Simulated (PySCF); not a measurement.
# Structure from NMR data

An unknown has the formula C$_{4}$H$_{7}$ClO$_{2}$Si. Its calculated NMR data are:

1H NMR (500 MHz, computed): δ 8.05 (s, 1H), 6.61 (m, 1H), 6.51 (m, 1H), 5.51 (d, 2H), 4.77 (d, 2H).

13C{1H} NMR (computed): δ 166.3, 147.2, 145.3, 67.3.

All values are calculated (PySCF 2.14): structure optimised with GFN2-xTB, σ from GIAO-PBE0/pcSseg-1. One computed conformer, rapidly exchanging positions averaged, no solvent, no relativistic terms.

References, each an isolated molecule treated in the same way: TMS for 1H, 13C.

Task: Choose the structure that fits.
A. O=COC/C=C\[SiH2]Cl
B. O=CCC(=O)[SiH2]CCl
C. CO[SiH2]CC(Cl)=C=O

Result: A. 

- Rings plus π bonds: 2 (no ring in the answer).
- 4 carbon signals for 4 carbons: no two carbons are equivalent.
- Carbon types of the structure: 3 × CH, 1 × CH2, leaving 2 H on heteroatoms.
- δC 166.3: ester carbonyl carbon; it is a carbonyl in resonance with an O or N lone pair, the region of acids, esters and amides.
- δC 147.2, 145.3: alkene CH; an sp2 carbon of a C=C bond.
- δC 67.3: allylic sp3 CH2 bonded to O; deshielded by the electronegative neighbour.
- δH 6.61, 6.51: hydrogen on an alkene CH; a vinylic proton, deshielded by the sp2 carbon and the C=C anisotropy.
- δH 4.77: hydrogen on an allylic sp3 CH2 bonded to O; its carbon carries O, an electronegative neighbour.

The others: O=CCC(=O)[SiH2]CCl would give 4 signals for carbon-bound and other non-exchanging H, not 5; CO[SiH2]CC(Cl)=C=O would give 3 signals for carbon-bound and other non-exchanging H, not 5.

Shifts are as computed. Against solution values, carbons near 30 ppm lie about +3 ppm off and those near 130 ppm about +5 ppm. Of 1309 compounds with measured shifts, 239 miss one by over three times the rms of a fit or turn the order of signals round; such compounds aren't used in these exercises. No couplings were computed; multiplicities are counted from neighbouring protons, with m where these are inequivalent, close in shift, in a saturated or five-membered ring or joined by F or P, and br s for small geminal =CH2 splittings.
